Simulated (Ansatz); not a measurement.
C₂H₇In, SMILES `C[CH2][InH2]`, 10 atoms. The species carries charge 0 and has multiplicity 1. Correlated methods include outer-core shells of In, which these sets cover unevenly. In: def2 effective core potential. All runs use 4 threads of a server CPU on a shared host. Correlated methods freeze the cores.

Q: How many basis functions does each run have, and how long does it take in Ansatz? RHF-CCSD(T)/def2-SVP energy; RKS revPBE-D4/def2-TZVPP energy; RKS ωB97M-V/def2-SVP energy; RKS HSE06 (plane-wave form)-D4/def2-TZVPP energy; RHF-MP2/def2-QZVPP energy; RKS PBE0-D4/def2-SVP energy; RKS PBE0-D4/def2-TZVP frequencies; RKS r2SCAN-D4/def2-TZVPP energy and forces; RKS PBE0-D4/def2-QZVPP energy; RKS ωB97M-V/def2-QZVPP energy; direct RPA on PBE orbitals/def2-TZVPP energy; RKS BLYP-D4/def2-TZVPP energy. (Estimate.)

A: The calculation gave: Other jobs shared the machine, so times are rough.

```csv
level,job,functions,wall time,peak host memory (GiB)
RKS PBE0-D4/def2-SVP,energy,89,0.85 s,0.18
RKS revPBE-D4/def2-TZVPP,energy,210,1.6 s,0.23
RKS BLYP-D4/def2-TZVPP,energy,210,2 s,0.23
RKS HSE06 (plane-wave form)-D4/def2-TZVPP,energy,210,2.5 s,0.44
RKS ωB97M-V/def2-SVP,energy,89,3.2 s,0.26
RHF-CCSD(T)/def2-SVP,energy,89,3.4 s,0.36
RKS r2SCAN-D4/def2-TZVPP,energy and forces,210,3.6 s,0.25
direct RPA on PBE orbitals/def2-TZVPP,energy,210,4.3 s,0.51
RKS PBE0-D4/def2-QZVPP,energy,406,6 s,1
RHF-MP2/def2-QZVPP,energy,406,14 s,2
RKS ωB97M-V/def2-QZVPP,energy,406,14 s,1.3
RKS PBE0-D4/def2-TZVP,frequencies,154,91 s,0.35
```
